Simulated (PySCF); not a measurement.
**Field gradients at the hydrogen positions**

C6H12Si.
Structure used (GFN2-xTB), in Å, numbered top down from 1:
```xyz
19
C6H12Si angstrom
C     -2.2886    0.5466   -0.1583
C     -1.0810    0.8760   -1.0570
C     -0.2028   -0.3669   -0.7793
C      1.2714   -0.0905   -0.6707
C      1.8425    0.5795    0.5413
C      2.1311   -0.8672    0.2786
Si    -1.2981   -0.8238    0.7314
H     -3.1327    0.1726   -0.7348
H     -2.6451    1.3929    0.4240
H     -0.5737    1.7751   -0.7076
H     -1.3335    1.0164   -2.1084
H     -0.3479   -1.1017   -1.5785
H      1.7281    0.1795   -1.6191
H      2.6403    1.2949    0.4072
H      1.1743    0.8250    1.3521
H      3.1273   -1.1479   -0.0291
H      1.6455   -1.5998    0.9062
H     -0.8164   -0.4723    2.0676
H     -1.8505   -2.1790    0.7419
```

Level: PBE0/pcSseg-1 (PySCF, non-relativistic); Q(2H) = 0.00286 b; rigid geometry, the same for H and D, with no vibrational averaging.

Question: Rank these positions by the coupling χzz of a deuteron there, largest first.
A. H15 (methylene hydrogen)
B. H8 (methylene hydrogen)
C. H12 (methine hydrogen)
D. H11 (methylene hydrogen)
E. H19 (Si–H hydrogen)

Answer: A (224 kHz), B (216 kHz), D (209 kHz), C (205 kHz), E (110 kHz).

Question: What are Vzz, η and χzz (234.96 MHz × Q × Vzz) at all hydrogens?

Answer: 
```tsv
atom	bonded to	bond length (Å)	Vzz (au)	η	χzz (kHz)
H8	C1	1.088	0.3209	0.04	216
H9	C1	1.087	0.3234	0.04	217
H10	C2	1.090	0.3079	0.01	207
H11	C2	1.090	0.3113	0.00	209
H12	C3	1.095	0.3044	0.04	205
H13	C4	1.087	0.3167	0.09	213
H14	C5	1.080	0.3324	0.07	223
H15	C5	1.079	0.3331	0.08	224
H16	C6	1.080	0.3330	0.07	224
H17	C6	1.080	0.3330	0.08	224
H18	Si7	1.463	0.1641	0.01	110
H19	Si7	1.464	0.1636	0.00	110
```

Question: Average by the element that carries the hydrogen.

Answer: on C: 216 kHz over 10 positions, mean bond length 1.086 Å; on Si: 110 kHz over 2 positions, mean bond length 1.463 Å.

Question: How does χzz go with the bond length over the 10 C–H bonds?

Answer: A straight-line fit has a slope of -12.7 kHz for each 0.01 Å, with a correlation coefficient of -0.96, over lengths from 1.079 to 1.095 Å. The longer bonds have the smaller couplings here.

Question: Give the 2H NMR doublet splittings at H14 for a magnetic field along the z, y and x axes of the gradient: 3χ/2, 3χ(1 + η)/4, 3χ(1 − η)/4.

Answer: With |χ| = 223.4 kHz and η = 0.074: 335, 180 and 155 kHz, to first order and without motion.

Geometry: GFN2-xTB, one conformer, isolated molecule. GFN2-xTB bond lengths can be off by several hundredths of an ångström, more for odd bonds, and the gradients follow them. With so small a basis the couplings can be 20 % off.
